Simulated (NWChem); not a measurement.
**Correlation energy of BO**

```
B
O 1 1.2034
```
Charge 0, spin multiplicity 2.

All runs are NWChem calculations. All single points use one geometry, from UB3LYP/def2-SVP, a minimum by its harmonic frequencies.

Basis set: def2-SVP. Each correlation energy counts from its own Hartree-Fock reference.

The correlated methods keep 2 core orbitals frozen. The structure started from a generated list of species. The unpaired electrons of the parent sit in orbitals of symmetry a1 (C2v labels of the run); other states weren't searched. No SCF solution was tested for a lower state. Open-shell Hartree-Fock references start from PBE0 orbitals. Coupled-cluster values serve here as a point of comparison, not as the truth.

**Question.** Order these methods by the correlation energy they give, lowest first: CCSD on ROHF, CCSD(T) on UHF, CCSD[T] on UHF, CCSD on UHF, CCSD[T] on ROHF, SCS-UMP2.

**Answer.** CCSD[T] on ROHF (-259.6 mHa), CCSD[T] on UHF (-255.2 mHa), CCSD(T) on UHF (-253.3 mHa), CCSD on ROHF (-248.1 mHa), CCSD on UHF (-244.4 mHa), SCS-UMP2 (-228.4 mHa)
